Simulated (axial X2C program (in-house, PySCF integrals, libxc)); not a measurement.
CaF⁻: from Re and ωe to a spectrum

A bond curve at the PBE0 level, two-component, was computed with an in-house all-electron X2C program for linear molecules (integrals from PySCF) (basis Ca dyall-av4z [13s13p7d6f4g], F dyall-av4z [8s7p4d3f2g] (cores contracted in-house)) for the state Ω = 0 (closed shell). Its fit gives Re = 1.9906 Å, ωe = 521.4 cm⁻¹, ωexe = 3.4 cm⁻¹ and αe = 2.879e-03 cm⁻¹; the masses are 39.9626 and 18.9984 u. Two-component means X2C with spin–orbit coupling and atomic mean-field Coulomb and Gaunt terms.

**Question.** Find the reduced mass, Be and the force constant.

**Answer.** From the PBE0 values: μ = 12.8767 u. Be = 16.8576/(μ Re²) = 0.3304 cm⁻¹. k = 5.8918×10⁻⁷ μ ωe² = 2.06 mdyn/Å.

**Question.** Give B0, the J = 1←0 line in GHz and the most populated J at 300 K (kT = 208.5 cm⁻¹).

**Answer.** B0 = Be − αe/2 = 0.3289 cm⁻¹; 2B0 = 19.72 GHz; J(max) ≈ √(kT/2B0) − 1/2 = 17.3, so J = 17.

**Question.** Where do the fundamental and the first overtone lie?

**Answer.** ν(1←0) = ωe − 2ωexe = 514.6 cm⁻¹; ν(2←0) = 2ωe − 6ωexe = 1022.4 cm⁻¹.

**Question.** A Morse curve ties αe to the other constants (Pekeris). How well does that hold?

**Answer.** αe(Morse) = 6Be²/ωe × (√(ωexe/Be) − 1) = 2.773e-03 cm⁻¹; the PBE0 curve gives 2.879e-03 cm⁻¹, a ratio of 0.96.

**Question.** Estimate De from a Morse curve and compare with the computed well depth of 3.318 eV to Ca + F-.

**Answer.** De(Morse) = ωe²/(4ωexe) = 2.478 eV against 3.318 eV computed, a ratio of 0.75. The extrapolation falls short: long-range attraction (ionic or ion–induced dipole) or a change of character along the curve can cause this.

The state is a single determinant with fixed occupations, the lowest that a limited PBE0 search found. Dissociation energies refer to the lowest single-determinant-based atoms at the same level and basis. The highest occupied level of some functionals is positive through self-interaction error; at Hartree–Fock it is bound.
